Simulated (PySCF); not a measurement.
# Circular dichroism: `C#CC=C=C(C#C)C=O`, C₈H₄O

Geometry:
```
atom   x (Å)   y (Å)   z (Å)
  C1  -3.727  -0.934  -0.775
  C2  -2.674  -0.966  -0.175
  C3  -1.453  -1.026   0.553
  C4  -0.346  -0.416   0.200
  C5   0.763   0.231  -0.122
  C6   1.773  -0.332  -0.959
  C7   2.662  -0.760  -1.664
  C8   0.982   1.626   0.411
  O9   0.230   2.195   1.149
 H10  -4.657  -0.899  -1.311
 H11  -1.436  -1.626   1.475
 H12   3.443  -1.151  -2.291
 H13   1.931   2.089   0.045
```

Method: TDDFT CAM-B3LYP/aug-cc-pVDZ circular dichroism and optical rotation, one conformer, gas phase in PySCF. Geometry: PBE0-D3(BJ)/def2-SVP.

No stereocentre is labelled: unless the shape is locked (an allene, a helicene, a hindered biaryl), the mirror image is equally populated and a measured rotation or CD is zero.

Problem. Which excitations and rotatory strengths does the calculation give?

Solution. Rotatory strengths R in 10⁻⁴⁰ esu² cm², velocity form and length form (origin at the centre of mass); f in length form.
| state | E (eV) | λ (nm) | f | R (velocity) | R (length) | main |
| --- | --- | --- | --- | --- | --- | --- |
| 1 | 3.77 | 329 | 0.0002 | -1.6 | -2.0 | HOMO−2→LUMO 0.45, HOMO→LUMO 0.38 |
| 2 | 4.34 | 286 | 8e-05 | 0.0 | +0.3 | HOMO→LUMO 0.53, HOMO−2→LUMO 0.33 |
| 3 | 4.97 | 249 | 0.332 | +9.4 | +9.5 | HOMO−1→LUMO 0.93 |
| 4 | 5.10 | 243 | 0.002 | -14.1 | -14.3 | HOMO−1→LUMO+1 0.89 |
| 5 | 5.43 | 228 | 0.001 | +7.2 | +7.3 | HOMO−4→LUMO 0.68, HOMO−2→LUMO 0.09 |
| 6 | 5.49 | 226 | 0.0003 | +4.0 | +4.3 | HOMO−3→LUMO+1 0.85 |
| 7 | 5.57 | 223 | 0.298 | +3.0 | +3.3 | HOMO→LUMO+1 0.76 |
| 8 | 6.10 | 203 | 0.079 | +6.5 | +6.9 | HOMO−3→LUMO 0.61, HOMO−2→LUMO+1 0.19 |
| 9 | 6.16 | 201 | 0.030 | +3.6 | +3.5 | HOMO−2→LUMO+1 0.34, HOMO−3→LUMO 0.25 |
| 10 | 6.20 | 200 | 0.001 | -0.1 | -0.1 | HOMO→LUMO+8 0.17, HOMO→LUMO+7 0.13 |
| 11 | 6.30 | 197 | 0.0007 | +0.3 | +0.4 | HOMO−1→LUMO+7 0.28, HOMO−1→LUMO+8 0.20 |
| 12 | 6.49 | 191 | 0.071 | -18.7 | -19.1 | HOMO−1→LUMO+6 0.35, HOMO−2→LUMO+1 0.28 |

For state 2 the two forms differ in sign, so the sign of R isn't settled.

Among the states computed, the strongest CD band (largest |R|) is state 12. The largest dissymmetry factor in size, g = 4R/(D+G), with D and G the electric and magnetic dipole strengths, is +0.11 for state 6 (velocity form, f = 0.0003), among bands with |R| over 0.5. The mirror image has the same energies and oscillator strengths and all R with the opposite sign.
